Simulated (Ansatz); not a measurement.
Mulliken charges of `CC(O)(Cl)I` from ωB97M-V/def2-TZVPP in Ansatz (PBE0-D4/def2-TZVP geometry).

| atom | x (Å) | y (Å) | z (Å) | charge (e) |
| --- | --- | --- | --- | --- |
| C1 | -0.034 | 0.473 | 0.959 | -0.270 |
| C2 | 0.134 | -0.178 | -0.385 | 0.069 |
| O3 | -0.837 | -1.105 | -0.566 | -0.233 |
| Cl4 | 1.766 | -0.925 | -0.514 | -0.083 |
| I5 | 0.015 | 1.373 | -1.957 | -0.071 |
| H6 | -1.018 | 0.939 | 1.010 | 0.131 |
| H7 | 0.040 | -0.300 | 1.727 | 0.126 |
| H8 | 0.735 | 1.224 | 1.122 | 0.129 |
| H9 | -0.714 | -1.548 | -1.413 | 0.201 |

Problem. By hand: the dipole of these point charges (1 e Å = 4.8032 D).

Solution. Σ q r = (-0.111, 0.029, 0.239) e Å, of length 0.265 e Å = 1.27 D.

Problem. How does the dipole of the full density compare? (Best estimate.)

Solution. The calculation gave: (-0.121, -0.090, 0.122) e Å, 0.93 D; the point charges give 1.37 times that, at 39° from its direction.

Point charges leave out the atoms' own dipoles, such as those of lone pairs, and Mulliken's split depends on the basis, so the two needn't agree.
